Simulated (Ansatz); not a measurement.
Spectroscopic constants of AuO, multiplicity 2 (lowest of 2S+1 = 2, 4 at CCSD(T)/def2-TZVPP on PBE0 minima; our sources give no spin for the ground state, which may be another). No spin–orbit coupling.

Constants: fifth-degree fit in 1/R to seven points, most abundant isotopes. Runs in def2 and cc sets follow the lowest solution found near the PBE0 minimum.

The values were computed with Ansatz (Gaussian orbitals).  In def2 rows elements past Kr take small-core potentials, without spin–orbit coupling.

Energies at SVWN5/def2-TZVPP:

```csv
R (Å),E (hartree)
1.752172,-210.15764862
1.799274,-210.15985500
1.842607,-210.15971713
1.891592,-210.15767589
1.940578,-210.15415616
1.997100,-210.14881445
2.063041,-210.14147525
```

With a reduced mass of 14.7936 u, find the minimum, the force constant and the constants.

A fifth-degree polynomial in 1/R puts the minimum at r_e = 1.8172 Å with force constant 428 N/m. Then ω_e = (1/2πc)√(k/μ) = 701 cm⁻¹ and B_e = h/(8π²cμr_e²) = 0.3451 cm⁻¹; the cubic and quartic terms give α_e = 0.0027 and ω_e x_e = 4.5 cm⁻¹.

Ansatz is a program for electronic structure.
